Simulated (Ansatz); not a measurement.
```yaml
crystal:
  periodic: [false, false, false]
  atoms:
    - {symbol: B, position_ang: [0.095592, -1.239096, -1.877815]}
    - {symbol: N, position_ang: [0.050045, -0.344035, -0.861998]}
    - {symbol: Si, position_ang: [-0.405637, 1.394871, -1.205952]}
    - {symbol: C, position_ang: [0.638239, -0.747640, 0.477060]}
    - {symbol: C, position_ang: [-0.312303, -0.419341, 1.433672]}
    - {symbol: C, position_ang: [-0.057140, 0.726680, 2.432400]}
    - {symbol: H, position_ang: [-0.321360, -1.096309, -2.926853]}
    - {symbol: H, position_ang: [0.387011, -2.259501, -1.699934]}
    - {symbol: H, position_ang: [0.548382, 2.154391, -0.618457]}
    - {symbol: H, position_ang: [-1.582135, 1.621535, -0.607535]}
    - {symbol: H, position_ang: [-0.539398, 1.477135, -2.640953]}
    - {symbol: H, position_ang: [1.126017, -1.677452, 0.269543]}
    - {symbol: H, position_ang: [1.602124, 0.146322, 0.446759]}
    - {symbol: H, position_ang: [-1.256816, -0.961257, 1.482908]}
    - {symbol: H, position_ang: [-0.887678, 0.697988, 3.266910]}
    - {symbol: H, position_ang: [0.804565, 1.227007, 2.484951]}
basis:
  gaussian: {orbitals: STO-3G}
hamiltonian: {xc: {name: wPBEh}}
accuracy: high
relax: {f_tol: 0.001, max_steps: 1}
```

```sh
$ ansatz run in.yaml --threads 4 --pin off --events-out ev --progress --plain --max-ram 11315MiB
```

Shortened log:

```
Functional definition: wPBEh
995 factors; integrals over basis functions are off by at most 1.9e-9 eV
96 factors; integrals over basis functions are off by at most 4.7e-10 eV
mean field evaluation 1: about -13147.4346 eV, gradient 1.8e1 eV
mean field evaluation 2: about -13147.5796 eV, gradient 1.8e1 eV
mean field evaluation 4: about -13148.4959 eV, gradient 3.1e0 eV
mean field evaluation 8: about -13148.4082 eV, gradient 4.2e-2 eV
mean field evaluation 16: about -13148.4082 eV, gradient 2.3e-6 eV
mean field -13148.40819052 eV, -483.1950886904 hartree, gradient 6.4e-9 eV, S^2 0.000000; 0 other end points of the search recorded, 0 dependent functions left out
reference -13148.40819348 eV, -483.1950887991 hartree; 27, 27 occupied and 17, 17 virtual orbitals, 995 factors
relax step   1: F+E_penalty+E_count = -13148.40819052 eV  Δ(F+E_penalty+E_count) = +0.000e0 eV  max|allowed force component| = 1.023e1 eV/Å  Δτ_max = 0.0000 Å  (29 SCF iters, accepted)
Error: geometry relaxation did not converge after 1 steps: max|allowed force component| = 1.02e1 eV/Å (threshold 1.0e-3). Raise `relax.max_steps` over both its present limit and 1, loosen `relax.f_tol`, or start from a geometry closer to equilibrium. Where this run's directory can be resumed (`checkpoint.write`), a resume goes on for up to `relax.max_steps` more
```

(1) What is wrong with this run?

## Answers

(1) The relaxation is allowed too few steps for its threshold. No converged result was reached.
